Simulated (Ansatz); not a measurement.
Basis-set extrapolation for `OCB1C=C1` (PBE0-D4/def2-TZVP geometry, frozen core, Ansatz). Multiplicity 1, RHF reference.

```json
{"": "HF", "def2-TZVPP": "-216.084321", "def2-QZVPP": "-216.094110"}
{"": "MP2 correlation", "def2-TZVPP": "-0.805704", "def2-QZVPP": "-0.861974"}
{"": "CCSD(T) correlation", "def2-TZVPP": "-0.872514", "def2-QZVPP": "not run"}
```

Energies in hartree. Use E(X) = E(∞) + A·exp(−7.88·√X) for Hartree–Fock and E(X) = E(∞) + B·X^(−2.97) for correlation, with X = 3 and 4, and add CCSD(T) minus MP2 of the smaller set to the MP2 limit.

Problem. What is the CCSD(T) energy at the basis-set limit?

Solution. HF limit: -216.094110 + (-0.009789) × 0.13774 = -216.09546. MP2 limit: -0.861974 + (-0.056270) × 0.74074 = -0.90366. Higher-order term: -0.872514 − (-0.805704) = -0.06681. Total: -217.06593 hartree, 68.5 kcal/mol below CCSD(T)/def2-TZVPP.
